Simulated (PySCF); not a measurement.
Compound: C₇H₈N₂O.
Geometry (PBE0-D3(BJ)/def2-SVP, Å), atoms numbered from 1 in this order:
```xyz
18
C7H8N2O angstrom
O     -0.6538    2.3533   -1.0248
C     -1.4789    1.6284   -0.5166
C     -1.2291    0.3395    0.1180
C     -2.1637   -0.5066    0.7165
C     -1.4113   -1.5976    1.1638
N     -0.1199   -1.4397    0.8686
N     -0.0198   -0.2844    0.2455
C      1.2548    0.1872   -0.2196
C      2.4789   -0.1305    0.5797
C      2.2463   -0.8068   -0.7383
H     -2.5593    1.9141   -0.4943
H     -3.2341   -0.3341    0.8044
H     -1.7419   -2.4928    1.6881
H      1.1512    1.1594   -0.7012
H      2.3230   -0.7368    1.4753
H      3.2449    0.6448    0.6595
H      2.8458   -0.5177   -1.6050
H      1.9381   -1.8546   -0.7034
```

Linear response at PBE0/def2-SVPD (PySCF, frozen core in the response, non-relativistic).

Static isotropic polarisability: 98.71 au (14.63 Å³), principal values 66.4, 110.9, 118.8 au.

(1) What is the polarisability at 1064 nm and at the sodium D line?

(2) What is the isotropic C6 coefficient between two such molecules, C6 = (3/π)∫α(iω)² dω?

(3) Which effective excitation energy ω̄ makes London's formula C6 = (3/4)α²ω̄ exact here?

(4) What n − 1 at the D line would an ideal gas of it have at 273.15 K and 1 atm (2.6868 × 10¹⁹ cm⁻³), by n − 1 = 2π·N·α′?

(5) How anisotropic is the static polarisability, by Δα² = ½[(α1 − α2)² + (α2 − α3)² + (α3 − α1)²]?

(6) The lowest 10 singlets have (eV, f): 3.86, 0.001; 4.50, 0.100; 5.36, 0.280; 5.55, 0.002; 6.14, 0.001; 6.65, 0.015; 7.10, 0.009; 7.20, 0.190; 7.30, 0.000; 7.48, 0.000. What share of the static polarisability do they carry in the sum over states α = Σ f/ω²?

(7) What molar refraction at the D line follows from R = (4π/3)·N_A·α′, with α′ the polarisability volume?

(8) What three-body coefficient follows from the one-pole estimate C9 = (3/4)·α·C6?

(9) How many electrons N does the Slater–Kirkwood formula C6 = (3/4)·√N·α^(3/2) need to give this C6?

## Answers

(1) 100.01 au at 1064 nm (+1.3 %), 103.33 au at 589.3 nm (+4.7 %). The rise at 589.3 nm is 3.56 times that at 1064 nm; a pure ω² law gives 3.26. The lowest singlet lies at 321 nm, shorter than both wavelengths.

(2) 3832 au (Eh·bohr⁶) by a ten-point quadrature over imaginary frequencies, which is 2290 eV·Å⁶ or 221 J·nm⁶/mol.

(3) ω̄ = 4·C6/(3α²) = 0.524 Eh = 14.3 eV. A one-pole form α(ω) = α/(1 − ω²/ω̄²) fitted to the 1064 nm value gives 10.2 eV. London's choice of the ionisation energy (9.03 eV, ΔSCF at the same level) gives C6 = 2420 au, 37 % too low.

(4) 25.85 × 10⁻⁴, a formal value whether or not that pressure can be reached.

(5) Δα = 48.9 au, or 0.50 of the isotropic value.

(6) 14.07 au, 14.3 % of α; the largest term, 7.21 au, is that of the state at 5.36 eV. Their oscillator strengths add up to 0.60. Higher states carry the rest.

(7) α′ = 15.31 Å³ gives R = 38.62 cm³/mol, for isolated, non-vibrating species.

(8) 284000 au. This is an estimate from the two numbers above, not a computed integral.

(9) N = (4·C6/3)²/α³ = 27.1; the species has 72 electrons in all.

One conformer stands for the species.
